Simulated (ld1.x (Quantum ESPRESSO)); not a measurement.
## What one change does to a pseudopotential (Fe (Z = 26), ultrasoft)

* Element: iron (Fe)
* Generator: ld1.x (Quantum ESPRESSO) 7.5
* Type: ultrasoft
* Functional: PBE
* Relativity: scalar-relativistic
* Frozen core: [Ar]
* Valence charge: 8
* Reference configuration: 3d6 4s1.5 4p0.5
* Partial waves: 4s (bound): rcut 2.35, rcutus 2.90 bohr; 4s channel at -0.05 Ry: rcut 2.35, rcutus 2.90 bohr; 4p (bound): rcut 2.70, rcutus 3.50 bohr; 4p channel at 1 Ry: rcut 2.70, rcutus 3.50 bohr; 3d (bound): rcut 1.25, rcutus 1.50 bohr; 3d channel at 0.05 Ry: rcut 1.25, rcutus 1.50 bohr
* Local potential: all-electron potential smoothed inside 3.40 bohr (lloc = -1)
* Core correction: Bessel-smoothed model core inside 0.75 bohr
* Augmentation charge: PSQ, radius 1.40 bohr

Change: core correction Bessel-smoothed model core inside 1.74 bohr.

Cutoffs: the cutoffs (Ry, on a coarse ladder) from which the occupation-weighted sum of valence levels, in a spherical-Bessel basis at the reference potential, stays within 10 and 1 mRy of its value at 400 Ry; they do not see the model core or the augmentation charge, which bear on the density cutoff. Errors are all-electron minus pseudo energies relative to the spin-unpolarised reference configuration.

Question: How do hardness, ghosts and transferability respond?

Answer: The potential gets neither clearly harder nor softer (45 Ry and 80 Ry → 45 Ry and 80 Ry); of the 7 tests that both files solve, the error grows in 0 and shrinks in 4 by more than 15 % and 0.3 meV (median size 5.2 → 3.7 meV); neither file shows a bound ghost. A wider model core is smoother and lowers the density cutoff, which this test does not measure.

| quantity | base | changed |
| --- | --- | --- |
| cutoff, loose | 45 Ry | 45 Ry |
| cutoff, tight | 80 Ry | 80 Ry |
| bound ghosts | none | none |
| error for 3d6 4s2 4p0, meV [ΔE -2.02 eV] | 0.0 | +0.1 |
| error for 3d6 4s1 4p0, meV [ΔE 6.71 eV] | -2.0 | -1.8 |
| error for 3d6 4s0 4p0, meV [ΔE 22.91 eV] | -15 | -11 |
| error for 3d6 4s1 4p1, meV [ΔE 2.09 eV] | -0.4 | -0.3 |
| error for 3d7 4s0 4p0, meV [ΔE 4.62 eV] | -55 | -22 |
| error for 3d6.5 4s1.5 4p0, meV [ΔE -2.74 eV] | -13 | -6.3 |
| error for 3d6 4s0 4p1, meV [ΔE 11.77 eV] | -5.2 | -3.7 |
| s: phases at 3.80 bohr within 0.05 rad from the reference energy up to (Ry; the scan ends near 5) | 3.3 | 3.3 |
| p: phases at 3.80 bohr within 0.05 rad from the reference energy up to (Ry; the scan ends near 5) | 1.8 | 1.8 |
| d: phases at 3.80 bohr within 0.05 rad from the reference energy up to (Ry; the scan ends near 5) | 2.7 | 2.7 |
| lowest overlap eigenvalue by channel | s 0.42, p 0.68, d 1.00 | s 0.42, p 0.68, d 1.00 |
